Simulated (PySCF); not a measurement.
Estimate the missing entries of this data sheet.

Species: CH10FNSi3.
SMILES: `F[C@H]([SiH2][SiH2]N)[SiH3]`

Conformer (atom-mapped SMILES and torsion angles): `[NH2:1][SiH2:2][SiH2:3][C@@H:4]([F:5])[SiH3:6]`: N1–Si2–Si3–C4 176°, Si2–Si3–C4–F5 47°, H–N1–Si2–Si3 -49°, H–N1–Si2–Si3 173°.

```tsv
property	level	value
point group of the GFN2-xTB geometry	GFN2-xTB	C1
rotational constants A, B, C of the GFN2-xTB geometry	GFN2-xTB	?
dipole moment	wB97X-D/def2-SVPD	2.28 D
HOMO energy	wB97X-D/def2-SVPD	-9.30 eV
LUMO energy	wB97X-D/def2-SVPD	1.15 eV
lowest singlet excitation	TDDFT wB97X-D/def2-SVPD	?
strongest line among the 8 lowest singlet transitions	TDDFT wB97X-D/def2-SVPD	S4 at 7.27 eV (170 nm, f = 0.068)
lowest triplet excitation (Tamm–Dancoff)	TDA wB97X-D/def2-SVPD	5.57 eV
static isotropic polarisability	wB97X-D/def2-SVPD	105.2 au
electronic spatial extent ⟨r²⟩ about the centre of nuclear charge	wB97X-D/def2-SVPD	?
```

Gas-phase values; electronic properties from PySCF, density fitting. Isolated species at its GFN2-xTB geometry (one conformer only).

(1) The rotational constants A, B, C of the GFN2-xTB geometry?

(2) The lowest singlet excitation?

(3) Give the electronic spatial extent ⟨r²⟩ about the centre of nuclear charge.

## Answers

(1) 4.648, 0.731, 0.657 GHz.

(2) 5.88 eV (211 nm, f = 0.005).

(3) 1716 bohr².

The principal polarisabilities are 88.5, 96.7 and 130.2 au; their mean is the isotropic value. With B = h/(8π²I), that is 505.379 GHz u Å² over I, the principal moments of inertia are 108.7, 691.3 and 769.3 u Å² (most abundant isotopes); the inertial defect Ic − Ia − Ib is -30.7 u Å² (zero for a rigid planar frame, negative otherwise). The dipole matches unit charges of opposite sign 0.47 Å apart (1 e·Å = 4.8032 D). The rotational constants make it an asymmetric top with κ = (2B − A − C)/(A − C) = -0.96, nearer the prolate limit (−1). In wavenumbers S1 is 47400 cm⁻¹ (1 eV = 8065.54 cm⁻¹).
